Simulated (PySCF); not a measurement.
1-fluorocyclopropane-1-carbaldehyde (C₄H₅FO), SMILES O=CC1(F)CC1.

Coordinates come from a PBE-D3(BJ)/def2-SVP optimisation. One conformer was computed; it need not be the lowest.

The numbers are results of PBE-D3(BJ)/def2-SVP (PySCF 2.14.0), not measurements.

Harmonic, unscaled wavenumbers; measured fundamentals usually lie a few per cent lower.

```tsv
mode	ν (cm⁻¹)	IR (km/mol)	moving atoms (share of kinetic energy)
1	132	10.1	H 33 %, O 32 %, C 32 %
2	225	8.0	O 40 %, C 36 %, H 15 %, F 10 %
3	273	1.6	H 47 %, C 47 %
4	366	7.9	F 47 %, C 31 %, H 15 %
5	412	1.1	C 54 %, H 25 %, F 21 %
6	571	6.0	O 34 %, F 30 %, C 24 %, H 12 %
7	713	7.3	C 61 %, H 28 %, F 10 %
8	754	0.6	H 87 %, C 12 %
9	815	5.0	C 63 %, H 36 %
10	898	28.3	H 56 %, C 29 %, F 15 %
11	909	6.2	H 60 %, C 39 %
12	1000	0.7	H 50 %, C 48 %
13	1004	51.3	H 53 %, C 45 %
14	1018	38.5	C 51 %, H 45 %
15	1030	4.8	H 62 %, C 37 %
16	1148	0.0	H 78 %, C 22 %
17	1240	42.8	C 49 %, H 41 %, F 9 %
18	1291	30.1	C 54 %, H 45 %
19	1351	7.5	H 91 %, C 9 %
20	1361	35.0	H 54 %, C 36 %
21	1412	29.6	H 50 %, C 49 %
22	1780	120.9	C 61 %, O 37 %
23	2815	117.0	H 92 %
24	3067	0.5	H 95 %
25	3068	2.8	H 96 %
26	3171	0.1	H 89 %, C 11 %
27	3180	0.7	H 89 %, C 11 %
```
